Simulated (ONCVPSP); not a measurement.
Pseudopotential generation for platinum: ONCV, PBE, fully relativistic.

```
Element                 : Pt (Z = 78)
Generator               : ONCVPSP 4.0.1
Type                    : optimised norm-conserving Vanderbilt (ONCV)
Functional              : PBE
Relativity              : fully relativistic
Frozen core             : [Kr] 4d10
Valence charge          : 32
Reference configuration : 4f14 5s2 5p6 5d9 6s0.75 6p0.25
Partial waves           : 5s+6s: rc 1.40 bohr, ncon 4, nbas 8, qcut 8.5 1/bohr, 2 projectors; 5p+6p: rc 2.20 bohr, ncon 3, nbas 6, qcut 6.7 1/bohr, 3 projectors, debl 3.4 Ha; 5d: rc 1.80 bohr, ncon 4, nbas 9, qcut 8 1/bohr, 1 projector; 4f: rc 0.50 bohr, ncon 5, nbas 8, qcut 20 1/bohr, local
Local potential         : the f channel
Core correction         : none
```

Open shells are filled in proportion to 2j + 1.

Poles of the logarithmic derivatives, all-electron (AE) and pseudo (PS). Narrow ghost or core levels that the grid stepped over were put in at their known energies. s: poles at -2.8 (AE) and -2.8 (PS) Ha. p3/2: poles at -1.8, 3.1 (AE) and -1.8, 3.1 (PS) Ha. p1/2: poles at -2.4, 2.6 (AE) and -3.2, -2.4, 2.6 (PS) Ha. d5/2: poles at 0.8 (AE) and 0.8 (PS) Ha. d3/2: poles at 0.7 (AE) and 0.7 (PS) Ha. f7/2: poles at no energy (AE) and no energy (PS) Ha. f5/2: poles at no energy (AE) and no energy (PS) Ha. Test radii: s 1.42, p3/2 2.23, p1/2 2.23, d5/2 1.83, d3/2 1.83, f7/2 0.51, f5/2 0.51 bohr.

- Cutoffs needed: 1090 Ha and 1302 Ha (the cutoffs (Ha) at which the residual kinetic energy of the hardest occupied pseudo-wave falls to 1 and 0.1 mHa per electron)
- Ghost test: ghosts flagged at negative energy: s at -6974.8 eV, s at -956.5 eV, p3/2 at -2394.5 eV, p3/2 at -234.5 eV, d5/2 at -647.0 eV and 3 more; no localised positive-energy state flagged; a true bound ghost makes a file unfit for plane-wave use
- Configuration tests: 1 of 4 tests not solved or not reliable
